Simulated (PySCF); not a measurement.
**Highest orbital energy against ionisation energy along the 4p block**

Calculated with PySCF 2.14, no spin-orbit coupling. Each cell gives −ε(HOMO) / ΔSCF in eV; NIST values include spin-orbit coupling, (s) semi-empirical, (t) theoretical.

```csv
species,UHF,LDA,PBE,PBE0,r2SCAN,NIST (lowest levels)
"Ga⁺ (aug-cc-pVQZ-PP with one added diffuse shell each of s, p, d, f, g type with ECP10MDF, ECP)",19.026 / 18.745,16.599 / 21.099,16.234 / 20.678,17.145 / 20.362,16.581 / 20.491,20.515
"Ge⁺ (aug-cc-pVQZ-PP with one added diffuse shell each of s, p, d, f, g type with ECP10MDF, ECP)",15.578 / 15.255,11.651 / 15.820,11.651 / 15.700,12.779 / 15.750,12.059 / 15.941,15.935
"As⁺ (aug-cc-pVQZ-PP with one added diffuse shell each of s, p, d, f, g type with ECP10MDF, ECP)",18.444 / 17.980,13.990 / 18.582,13.969 / 18.433,15.252 / 18.505,14.426 / 18.689,18.589
"Se⁺ (aug-cc-pVQZ-PP with one added diffuse shell each of s, p, d, f, g type with ECP10MDF, ECP)",21.425 / 20.839,16.386 / 21.393,16.355 / 21.237,17.807 / 21.346,16.895 / 21.548,21.196 ± 0.01
"Br⁺ (aug-cc-pVQZ-PP with one added diffuse shell each of s, p, d, f, g type with ECP10MDF, ECP)",21.086 / 20.230,16.556 / 21.572,16.455 / 21.301,17.867 / 21.327,16.856 / 21.409,21.591
"Kr⁺ (aug-cc-pVQZ-PP with one added diffuse shell each of s, p, d, f, g type with ECP10MDF, ECP)",24.216 / 23.232,19.123 / 24.551,18.996 / 24.247,20.568 / 24.300,19.445 / 24.397,24.360
```

**Question.** How far is −ε(HOMO) from ΔSCF on average for each method, and why?

**Answer.** UHF 0.58 eV; LDA -4.79 eV; PBE -4.66 eV; PBE0 -3.36 eV; r2SCAN -4.37 eV. Hartree-Fock orbital energies lack relaxation and so exceed the ΔSCF value; semilocal functionals have convex E(N) from self-interaction, so their HOMO lies far too high; exact exchange moves hybrids part of the way back.
